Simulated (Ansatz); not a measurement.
A nudged elastic band was laid between two geometries of FH + H4O2Sn (9 atoms, charge 0, multiplicity 1).

Theory: RKS PBE0-D4/def2-SVP in Ansatz.

| Property | Result |
| --- | --- |
| movable images | 5 |
| climbing image | yes |
| spring | 5.0 eV/Å² |
| optimiser | quadratic models (default) |
| start path | through a guess of the saddle point |
| force threshold | 0.05 eV/Å |
| iteration limit | 60 |
| end points | relaxed |

First end point:

```xyz
9
Properties=species:S:1:pos:R:3
Sn -0.388 -0.016 0.294
H -0.759 -0.209 1.940
O 1.635 -0.211 0.184
H 1.955 -0.462 -0.690
H -0.949 1.266 -0.664
O -0.995 -1.598 -0.741
H -0.860 -2.430 -0.274
F 1.249 1.902 1.250
H 1.741 1.179 0.834
```

Last end point:

```xyz
9
Properties=species:S:1:pos:R:3
Sn 0.246 0.435 -0.731
H -0.506 -0.564 3.125
O 1.921 0.033 -1.666
H 2.398 -0.706 -1.267
H -0.697 1.481 -1.672
O -0.591 -1.241 -0.134
H -0.661 -1.253 0.831
F 0.689 1.279 0.965
H -0.170 -0.041 2.682
```

(1) What changes between the two ends?

(2) What energy profile does the band end with?

(3) What is the geometry of the highest image?

(4) What are the harmonic wavenumbers there?

## Answers

(1) Bonds broken: Sn1–H2, F8–H9. Bonds formed: Sn1–F8, H2–H9. FH + H4O2Sn becomes FH3O2Sn + H2.

(2) The forces met the threshold. The highest image is number 3 of 0 to 6, 149.7 kJ/mol above the first end and 124.5 kJ/mol above the last; the last end lies 25.2 kJ/mol above the first. A vibrational analysis at the climbing image gives one clearly imaginary mode, 1027i cm⁻¹: a first-order saddle point. The orbitals stay closed-shell, which can raise the energy where a bond breaks towards radicals; this wasn't checked here.

```
image  path coordinate (Å)  energy (kJ/mol)  Sn1–H2 (Å)  F8–H9 (Å)  Sn1–F8 (Å)
    0                 0.00              0.0        1.70       0.97        2.70
    1                 1.21             41.9        1.71       0.93        2.75
    2                 2.42             64.5        1.74       0.93        2.72
    3                 3.64            149.7        2.05       1.20        2.16
    4                 4.80             50.2        2.85       1.93        1.95
    5                 5.96             27.0        3.71       2.23        1.95
    6                 7.12             25.2        4.05       2.33        1.95
```

(3) 
```xyz
9
Properties=species:S:1:pos:R:3
Sn 0.179 0.229 -0.121
H -0.496 0.059 1.802
O 1.957 -0.010 -0.916
H 2.077 -0.948 -1.113
H -0.820 1.402 -0.831
O -0.414 -1.652 -0.339
H -1.049 -1.925 0.333
F 1.019 1.490 1.421
H 0.176 0.778 1.898
```

(4) 1027i, 58, 160, 182, 209, 286, 317, 506, 607, 617, 628, 656, 844, 910, 951, 1200, 1661, 1952, 2000, 3865, 3896 cm⁻¹.

Run time: 4 min on 2 threads of AMD EPYC 7B13 (Zen 3), on a shared host, peak memory 0.23 GiB.
